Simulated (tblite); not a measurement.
Computed with GFN2-xTB (tblite): harmonic, unscaled wavenumbers at the GFN2-xTB geometry, gas phase. The method is semi-empirical: single wavenumbers can be off by several per cent or more. Modes of hydrogen on phosphorus and silicon can be 10 to 20 % off. One conformer each. Open shells enter through the occupations alone, without spin polarisation, and single modes of such species can be off by tens of per cent. Thermal functions are those of the rigid rotor and harmonic oscillator, without mixing of conformers.

Question: Order these by their heat capacity Cp at 298.15 K, highest first (cal/(mol K)).
A. `FC(F)=C(F)C(=C)C[SiH2]` [radical]
B. `CCC[C@H]([O])CF` [radical]
C. `P[Si]1CCC=CO1` [radical]
D. `P[Si@H]1CC[C]=CO1` [radical]
E. `CC[C](C#N)S(=O)(=O)O` [radical]
F. `C=C1O[Si@@H]([PH])[C@@H]1C` [radical]

Answer: A (39.9), E (38.5), F (35.2), D (34.0), C (32.5), B (31.6).

```json
{"SMILES": "C=C(C[SiH2])C(F)=C(F)F", "atoms": "15", "mass (u)": "151.02", "symmetry number": "1", "modes under 300 cm⁻¹": "7", "ZPE (kcal/mol)": "58.2", "S translation (cal/(mol K))": "41.0", "S rotation": "29.8", "S vibration": "31.6", "S spin": "1.4", "S": "103.7", "Cp": "39.9"}
{"SMILES": "CC[C](C#N)S(=O)(=O)O", "atoms": "15", "mass (u)": "148.01", "symmetry number": "1", "modes under 300 cm⁻¹": "8", "ZPE (kcal/mol)": "63.3", "S translation (cal/(mol K))": "40.9", "S rotation": "29.2", "S vibration": "32.2", "S spin": "1.4", "S": "103.7", "Cp": "38.5"}
{"SMILES": "C=C1O[Si@@H]([PH])[C@@H]1C", "atoms": "15", "mass (u)": "131.01", "symmetry number": "1", "modes under 300 cm⁻¹": "7", "ZPE (kcal/mol)": "66.9", "S translation (cal/(mol K))": "40.5", "S rotation": "28.9", "S vibration": "26.4", "S spin": "1.4", "S": "97.2", "Cp": "35.2"}
{"SMILES": "P[Si@H]1CC[C]=CO1", "atoms": "15", "mass (u)": "131.01", "symmetry number": "1", "modes under 300 cm⁻¹": "6", "ZPE (kcal/mol)": "65.9", "S translation (cal/(mol K))": "40.5", "S rotation": "28.6", "S vibration": "23.2", "S spin": "1.4", "S": "93.8", "Cp": "34.0"}
{"SMILES": "P[Si]1CCC=CO1", "atoms": "15", "mass (u)": "131.01", "symmetry number": "1", "modes under 300 cm⁻¹": "5", "ZPE (kcal/mol)": "68.8", "S translation (cal/(mol K))": "40.5", "S rotation": "28.6", "S vibration": "23.0", "S spin": "1.4", "S": "93.6", "Cp": "32.5"}
{"SMILES": "CCC[C@H]([O])CF", "atoms": "17", "mass (u)": "105.07", "symmetry number": "1", "modes under 300 cm⁻¹": "6", "ZPE (kcal/mol)": "87.9", "S translation (cal/(mol K))": "39.9", "S rotation": "28.0", "S vibration": "23.1", "S spin": "1.4", "S": "92.4", "Cp": "31.6"}
```

Entropies and Cp are for 298.15 K and 1 bar.
